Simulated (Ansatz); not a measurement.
Consider the ligand exchange at a Ga–C bond: `CO[CH2][GaH][ZnH]` + H–F → `[F][GaH][ZnH]` + `COC`.

Calculated with Ansatz (gas phase, PBE0-D4/def2-TZVP geometries, no zero-point term in ΔE). CCSD(T)/CBS is the MP2 limit (def2-TZVPP, def2-QZVPP) plus CCSD(T) − MP2 in def2-TZVPP, frozen cores. This one scheme is used for every species. Functionals use def2-TZVPP. For Ga, Zn outer-core shells are correlated without core-valence functions, which leaves a few kJ/mol of doubt a bond. Scalar relativity is left out up to krypton. One conformer a species, not always the lowest.

| level | ΔE (kJ/mol) |
| --- | --- |
| r2SCANh-D4 | -136.3 |
| B2PLYP | -144.0 |
| HF/def2-SVP | -174.0 |
| CCSD/def2-SVP | -153.2 |

(1) What does CCSD(T)/CBS give? (Estimate.)

Largest T1 diagnostic among the species: 0.016.

## Answers

(1) Computed: -124.0 kJ/mol. The listed levels differ from it by -12.3, -20.0, -50.0, -29.2 kJ/mol.

In def2-TZVPP, CCSD(T) changes the Hartree–Fock value by +39.4 kJ/mol (the triples alone add +4.5 kJ/mol) and MP2 by +41.4 kJ/mol. The D4 term adds +12.9 kJ/mol with B3LYP and +7.2 kJ/mol with PBE0; it sums over pairs of atoms, weighted by their polarisabilities, and B3LYP, whose exchange is more repulsive, gets the larger term. At CCSD(T), def2-SVP lies −25.9 kJ/mol from the extrapolated value and def2-TZVPP −4.9 kJ/mol.

B3LYP here is the variant with VWN-RPA as its local correlation; programs differ in this.
